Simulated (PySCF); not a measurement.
## Adding and removing an electron: TlIn

UHF-SCS-MP2; PySCF, scalar-relativistic core potentials, basis sets Tl cc-pVDZ-PP with ECP60, In cc-pVDZ-PP with ECP28. Neutral (UHF): triplet (σ ↑, π ↑), Re = 3.085 Å, ωe = 105 cm⁻¹, De = 0.88 eV.

TlIn⁺ (UHF): doublet (σ ↑), Re = 3.653 Å, ωe = 59.0 cm⁻¹. The energies at the minima are -360.84800 hartree for TlIn and -360.66464 for TlIn⁺.

Task: Work out the adiabatic ionisation energy, without and with harmonic zero-point energies (1 hartree = 27.2114 eV, 1 eV = 8065.5 cm⁻¹), and the change of the bond length.

Result: At UHF-SCS-MP2: 0.18336 hartree = 4.989 eV between the minima; the zero-point term (59.0 − 105.0)/2 cm⁻¹ = -0.003 eV makes it 4.987 eV. Re changes by +56.8 pm against the neutral. The electron leaves a π orbital, and the ion is left as a loose complex of an ion and an atom.

Correlated steps freeze 8 core orbitals. Correlated levels converge slowly with the basis: in double zeta they bind strong bonds too weakly, by up to about 1 eV, and carry superposition errors of some tenths. These are scalar-relativistic numbers at best; spin–orbit coupling would shift them, the dissociation energy most. States were picked by a PBE0 search and need not be the measured ground states.
